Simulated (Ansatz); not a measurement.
**Energy profile**

The step: Si₂H₅F ([F][SiH2][SiH3]) + SiH₄ → Si₃H₈ ([SiH3][SiH2][SiH3]) + HF; bonds formed: Si1–Si7, F2–H6; bonds broken: Si1–F2, H6–Si7 (atoms numbered as in the saddle structure below).

Si1  (-0.847, 0.025, 0.248)
F2  (0.051, 1.533, 1.188)
H3  (-1.208, -0.780, -0.982)
H4  (-2.151, 0.603, 0.639)
Si5  (0.262, -1.504, 1.618)
H6  (0.246, 1.403, -0.004)
Si7  (0.408, 1.022, -1.760)
H8  (0.289, -1.037, 3.027)
H9  (-0.411, -2.829, 1.539)
H10  (1.656, -1.649, 1.121)
H11  (1.361, 2.164, -1.870)
H12  (-0.763, 1.280, -2.631)
H13  (1.106, -0.231, -2.134)
(Å)

Electronic energies by CCSD(T) at an estimated basis limit (MP2 extrapolated from triple and quadruple zeta, plus CCSD(T) − MP2 in triple zeta), on PBE0-D4/def2-TZVP structures; Si3H9F, closed shell; no counterpoise correction. Computed with Ansatz 0.2.0 (basis: def2-TZVPP and def2-QZVPP); correlated methods freeze the cores. Extrapolation: Hartree–Fock as exp(−7.88 √X), correlation as X^−2.97.

(1) Give the profile in kJ/mol, counted from the separated reactants. (Judge from chemistry; the value comes from the calculation.)

No T1 diagnostic of these runs exceeds 0.015.

## Answers

(1) Computed:
| point | kJ/mol |
| --- | --- |
| separated: Si2H5F (linked as [F][SiH2][SiH3]; Si1, F2, H3, H4, Si5, H8, H9, H10; singlet) + SiH4 (H6, Si7, H11, H12, H13; singlet) | 0.0 |
| start structure | -6.3 |
| saddle | 275.1 |
| end structure | 101.8 |
| separated: Si3H8 (linked as [SiH3][SiH2][SiH3]; Si1, H3, H4, Si5, Si7, H8, H9, H10, H11, H12, H13; singlet) + HF (F2, H6; singlet) | 108.8 |

For scale, one of the runs: CCSD(T)/def2-TZVPP, 283 basis functions, launched by `ansatz run in.yaml --threads 8 --pin off --events-out ev --progress --plain --max-ram 19148MiB`. Hardware: 8 CPU threads of an Arm Neoverse V2, shared host. Wall time 78 s; peak host memory 7.6 GiB.
